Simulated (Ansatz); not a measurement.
Frontier orbitals of C2H7AlOSi, SMILES `[CH2]1OC[SiH2][AlH]1`.

| atom | x (Å) | y (Å) | z (Å) |
| --- | --- | --- | --- |
| C1 | 0.217 | -1.368 | 0.757 |
| O2 | 1.266 | -0.545 | 0.236 |
| C3 | 0.959 | 0.841 | 0.252 |
| Si4 | -0.493 | 1.197 | -0.964 |
| Al5 | -1.356 | -0.998 | -0.408 |
| H6 | 0.584 | -2.397 | 0.697 |
| H7 | 0.062 | -1.155 | 1.828 |
| H8 | 0.706 | 1.172 | 1.272 |
| H9 | 1.875 | 1.359 | -0.040 |
| H10 | -1.277 | 2.401 | -0.564 |
| H11 | 0.048 | 1.433 | -2.332 |
| H12 | -2.590 | -1.941 | -0.732 |

Total charge 0; spin multiplicity 1. All single points use the PBE0-D4/def2-TZVP geometry. Basis def2-TZVPP, Ansatz 0.2.0.

```tsv
functional	HOMO (eV)	LUMO (eV)	gap (eV)
PBE	-5.04	-2.60	2.44
r2SCAN	-5.23	-2.37	2.86
PBE0	-6.23	-1.84	4.39
B3LYP	-6.02	-2.03	3.99
r2SCANh	-5.69	-2.10	3.59
BHLYP	-7.31	-1.05	6.26
CAM-B3LYP	-7.50	-0.89	6.61
ωB97X-V	-8.47	0.06	8.53
ωB97M-V	-8.34	-0.22	8.12
HF	-8.94	0.91	9.85
```

Against PBE, PBE0 changes HOMO and LUMO by −1.19 and +0.76 eV, ωB97M-V by −3.31 and +2.38 eV. A gap of 2.44 eV thus becomes 8.12 eV for the same molecule, so an orbital gap means little without its functional.

B3LYP here is the variant with VWN-RPA as its local correlation; programs differ in this.
